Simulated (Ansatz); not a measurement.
Calculated with Ansatz (gas phase, PBE0-D4/def2-TZVP geometries, no zero-point term in ΔE). CCSD(T)/CBS is the MP2 limit (def2-TZVPP, def2-QZVPP) plus CCSD(T) − MP2 in def2-TZVPP, frozen cores. This one scheme is used for every species. Functionals use def2-TZVPP. Each species was taken in one conformer, which may not be the lowest.

Consider the isomerisation: `O=CS[SiH3]` → `CS[Si]O`.

`O=CS[SiH3]`:

```xyz
8

O    -0.439   -1.553   -0.804
C     0.222   -0.783   -1.444
S     0.771    0.793   -0.870
Si   -0.146    0.626    1.082
H     0.557   -0.991   -2.475
H     0.431   -0.515    1.825
H    -1.615    0.515    0.952
H     0.220    1.907    1.734
```

`CS[Si]O`:

```xyz
8

C     0.032   -0.875   -1.279
S     0.550   -0.459    0.409
Si   -0.632    1.304    0.721
O    -0.188    1.717    2.255
H    -0.417   -1.867   -1.280
H     0.904   -0.869   -1.931
H    -0.697   -0.150   -1.646
H     0.450    1.198    2.752
```

```tsv
level	ΔE (kcal/mol)
ωB97X-V	-22.4
HF/def2-QZVPP	-22.0
```

Problem. What does CCSD(T)/CBS give? (An estimate is asked.)

Solution. The calculation gave: -26.4 kcal/mol. The listed levels differ from it by 4.0, 4.4 kcal/mol.

Largest T1 diagnostic among the species: 0.017.

In def2-TZVPP, CCSD(T) changes the Hartree–Fock value by −2.8 kcal/mol (the triples alone add +0.9 kcal/mol) and MP2 by −3.0 kcal/mol. From PBE to PBE0 (25 % exact exchange), in def2-TZVPP and without D4, ΔE moves by −1.7 kcal/mol.
